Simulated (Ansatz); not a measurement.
Ansatz (an electronic-structure program) input:

Ansatz 0.2 input:
```yaml
crystal:
  periodic: [false, false, false]
  atoms:
    - {symbol: Zr, position_ang: [0.03092102, 0.00708016, 0.03178002]}
    - {symbol: H, position_ang: [-0.35990742, -1.72709983, -0.53389875]}
    - {symbol: H, position_ang: [-0.87693353, 1.44389343, -0.73730210]}
basis:
  gaussian:
    orbitals: def2-TZVP
hamiltonian:
  xc: b3lyp
  dispersion: d3bj
magnetization: {spin_polarized: true, initial_magnetization: 2}
phonons: {temperatures: {t_min: 298.15, t_max: 298.15, t_step: 100}}
```

Question: Which total energy does the run end on?

Answer: -48.14277 Eh (B3LYP-D3(BJ)/def2-TZVP). The basis has 52 functions.

The spin state was set by rule; other spins were not relaxed.
